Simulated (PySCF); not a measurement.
## A barrier at the coupled-cluster level

Start structure (GeH5, doublet), relaxed at PBE0-D4/def2-TZVP:

```csv
atom,x (Å),y (Å),z (Å)
H1,0.0014,-0.7654,-0.2616
Ge2,-0.0109,0.6998,0.1940
H3,0.0558,-3.4980,-0.9705
H4,-1.3469,1.3450,-0.1969
H5,1.1399,1.4558,-0.4826
H6,0.1613,0.7626,1.7173
```

The step: GeH₄ + H → GeH₃ + H₂; bonds formed: H1–H3; bonds broken: H1–Ge2. PySCF 2.14 with density fitting (its default auxiliary sets; JK sets also for MP2 and CCSD(T)); basis: def2-TZVPP and def2-QZVPP; cores frozen in the correlated methods; orbitals are unrestricted. Filled d shells of the heavier atoms are correlated. The def2 sets are not built for correlating such inner shells, so the correlated values are less sure here. Extrapolation: Hartree–Fock as exp(−7.88 √X), correlation as X^−2.97. Energies below are by CCSD(T) at an estimated basis limit (MP2 extrapolated from triple and quadruple zeta, plus CCSD(T) − MP2 in triple zeta).

Task: What are the electronic barrier and the energy of the step, from the start structure to the end structure? (Judge from chemistry; the value comes from the calculation.)

Result: Computed: Barrier 11.6 kJ/mol; step energy -76.6 kJ/mol (downhill); reverse barrier, their difference, 88.2 kJ/mol. Barrier and step energy count from the start structure, the reverse barrier from the end structure.

The saddle point: One imaginary mode of 511i cm⁻¹.
| pair | start (Å) | saddle (Å) | end (Å) |
| --- | --- | --- | --- |
| H1–H3 | 2.82 | 1.51 | 0.75 |
| H1–Ge2 | 1.53 | 1.57 | 3.42 |

Zero-point energy (harmonic, PBE0-D4): ZPE is 78.2 kJ/mol at the start and 77.4 kJ/mol at the saddle, so the barrier goes from 11.6 to 10.8 kJ/mol.

T1 diagnostic: at most 0.013. ⟨S²⟩ of the unrestricted Hartree–Fock references: 0.75 to 0.76 (a pure state has 0.75). The start structure is not quite a true minimum (one mode of 27i cm⁻¹). The end structure is not quite a true minimum (one mode of 32i cm⁻¹).

Radical steps of this kind take place in plasma deposition and etching.

For scale, one of the runs: CCSD(T)/def2-TZVPP, 118 basis functions, launched by `OMP_NUM_THREADS=4 python run.py`. Time: 2.1 min of wall clock on 4 CPU threads of a Oxide Virtual Turin-like; the host was shared. Peak host memory: 0.72 GiB.
